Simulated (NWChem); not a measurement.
System: C$_{3}$H$_{7}$FSi; SMILES F[SiH]1CCC1

```xyz
12

F     -0.2647    -2.0489     0.0000
Si     0.4311    -0.5840     0.0000
C     -0.1784     0.7259     1.2124
C     -0.1051     1.7225     0.0000
C     -0.1784     0.7259    -1.2124
H      1.9038    -0.8169     0.0000
H      0.3969     1.0034     2.0993
H     -1.2193     0.5565     1.5117
H     -0.8948     2.4816     0.0000
H      0.8554     2.2498     0.0000
H     -1.2193     0.5565    -1.5117
H      0.3969     1.0034    -2.0993
```
Atoms are numbered in this order, from 1.

Level: B3LYP/6-31G* (spherical d) (NWChem), optimised geometry, unscaled harmonic frequencies. B3LYP is NWChem's, with the RPA form of VWN correlation.

Problem. List the harmonic frequencies with IR intensities, and the thermochemistry.

Solution. 
```csv
frequency (cm⁻¹),IR intensity (km/mol)
119,1.7
236,5.2
272,8.0
443,2.4
589,8.6
672,17.5
682,19.8
818,34.3
820,109.0
830,39.3
885,30.8
898,4.2
940,15.3
977,161.4
980,7.4
1096,0.3
1178,38.9
1229,4.2
1256,2.4
1305,2.1
1472,6.5
1489,5.3
1528,0.7
2233,197.2
3062,38.5
3073,15.9
3074,2.6
3106,19.7
3138,15.7
3139,24.2
```

| Quantity | Result |
|---|---|
| zero-point energy | 59.4 kcal/mol |
| thermal correction to the enthalpy at 298.15 K (with zero-point energy) | 63.5 kcal/mol |
| heat capacity Cv | 20.9 cal/(mol K) |
| entropy at 298.15 K and 1 atm (symmetry number 1) | 75.4 cal/(mol K) |
| dipole moment | 1.66 D |

Rigid rotor and harmonic oscillator.
